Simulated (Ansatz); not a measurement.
Isolated molecules relaxed with PBE0-D4/def2-TZVP in Ansatz; ΔE leaves out vibrations. CCSD(T)/CBS is the MP2 limit (def2-TZVPP, def2-QZVPP) plus CCSD(T) − MP2 in def2-TZVPP, frozen cores. This one scheme is used for every species. Functionals use def2-TZVPP. B3LYP here is the variant with VWN-RPA as its local correlation; programs differ in this. For Ge outer-core shells are correlated without core-valence functions, which leaves a few kJ/mol of doubt a bond. Scalar relativity is left out up to krypton. Each species was taken in one conformer, which may not be the lowest.

Reaction (substitution at a C–N bond): `C[N]([SiH2]Cl)[GeH2][Cl]` + `N[SiH2][SiH3]` → `CN[SiH2][SiH3]` + `Cl[SiH2][NH][GeH2][Cl]`

(1) Is it downhill or uphill in electronic energy at CCSD(T)/CBS, and by how much? (Best estimate.)

(2) What do these levels give: PBE-D4, r2SCAN-D4, B3LYP-D4, PBE0, HF/def2-TZVPP, SCS-MP2/def2-TZVPP, CCSD/def2-TZVPP, CCSD(T)/def2-TZVPP, HF/def2-QZVPP, HF/CBS(def2), MP2/CBS(def2), CCSD/CBS(def2)? (An estimate is asked.)

Largest T1 diagnostic among the species: 0.012.

Results:

(1) The calculation gave: Uphill: ΔE = +0.9 kcal/mol.

(2) Computed: PBE-D4 0.3, r2SCAN-D4 0.2, B3LYP-D4 0.3, PBE0 -0.5, HF/def2-TZVPP -1.7, SCS-MP2/def2-TZVPP 0.9, CCSD/def2-TZVPP 0.5, CCSD(T)/def2-TZVPP 0.9, HF/def2-QZVPP -1.8, HF/CBS(def2) -1.8, MP2/CBS(def2) 1.5, CCSD/CBS(def2) 0.5 kcal/mol.

In def2-TZVPP, CCSD(T) changes the Hartree–Fock value by +2.6 kcal/mol (the triples alone add +0.4 kcal/mol) and MP2 by +3.2 kcal/mol. The D4 term adds +1.3 kcal/mol with B3LYP and +0.7 kcal/mol with PBE0; it sums over pairs of atoms, weighted by their polarisabilities, and B3LYP, whose exchange is more repulsive, gets the larger term.
